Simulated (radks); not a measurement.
Values are calculated unless marked as measured or tabulated.
All-electron atom: Te II in [Kr] 4d10 5s2 5p3.

Level of theory: scalar-relativistic Kohn-Sham, AM05, spin-polarised, spherical densities, point nucleus; open shells are filled with parallel spins first (spin-orbit coupling, left out, can overturn this in heavy ions) (a radial shooting solver on a logarithmic mesh with Libxc functionals).

Energy parts (hartree):
| part | energy |
|---|---|
| total | -6788.79280 |
| kinetic | 7111.68187 |
| electron-nucleus | -16411.70094 |
| Hartree | 2681.12133 |
| exchange-correlation | -169.89506 |

Orbitals (lengths in bohr, moments of r in powers of bohr; r(max) is where P^2 peaks):
| orbital | occ. | eigenvalue (hartree) | <r^2> | r(max) | <1/r> |
|---|---|---|---|---|---|
| 1s up | 1 | -1161.454 | 0.001049 | 0.01795 | 55.53 |
| 1s down | 1 | -1161.450 | 0.001049 | 0.01795 | 55.53 |
| 2s up | 1 | -178.4196 | 0.01696 | 0.1014 | 12.71 |
| 2s down | 1 | -178.4179 | 0.01696 | 0.1014 | 12.71 |
| 2p up | 3 | -160.2561 | 0.01341 | 0.08125 | 12.18 |
| 2p down | 3 | -160.2533 | 0.01341 | 0.08126 | 12.18 |
| 3s up | 1 | -35.75083 | 0.1189 | 0.2929 | 4.539 |
| 3s down | 1 | -35.74785 | 0.1189 | 0.2929 | 4.539 |
| 3p up | 3 | -29.84787 | 0.1192 | 0.2865 | 4.320 |
| 3p down | 3 | -29.84453 | 0.1192 | 0.2865 | 4.320 |
| 3d up | 5 | -20.91010 | 0.1044 | 0.2377 | 4.087 |
| 3d down | 5 | -20.90697 | 0.1044 | 0.2377 | 4.087 |
| 4s up | 1 | -6.35458 | 0.6615 | 0.7008 | 1.824 |
| 4s down | 1 | -6.34861 | 0.6611 | 0.7009 | 1.824 |
| 4p up | 3 | -4.52313 | 0.7704 | 0.7378 | 1.665 |
| 4p down | 3 | -4.51670 | 0.7685 | 0.7380 | 1.666 |
| 4d up | 5 | -1.85871 | 1.117 | 0.8112 | 1.367 |
| 4d down | 5 | -1.84620 | 1.098 | 0.8109 | 1.374 |
| 5s up | 1 | -0.89198 | 4.657 | 1.784 | 0.6374 |
| 5s down | 1 | -0.80902 | 4.627 | 1.757 | 0.6463 |
| 5p up | 3 | -0.53301 | 6.838 | 2.106 | 0.5208 |
| 5p down | 0 | -0.44701 | 7.276 | 2.091 | 0.5136 |

The highest occupied level is 5p up at -14.504 eV. For comparison, the ionisation energy in NIST's Atomic Spectra Database is 18.6 eV (measured). In exact Kohn-Sham theory the highest level is minus the ionisation energy, but local and semilocal functionals leave it too shallow, through self-interaction and a potential that decays too fast; potentials with the right tail come closer. Spin moment in Bohr magnetons: 3. Summed over all electrons, <r^2> = 48.93 bohr^2, which gives a Langevin (diamagnetic) susceptibility term of -38.8 x 10^-6 cm^3/mol. The density falls to 0.001 e/bohr^3 at r = 4.21 bohr.
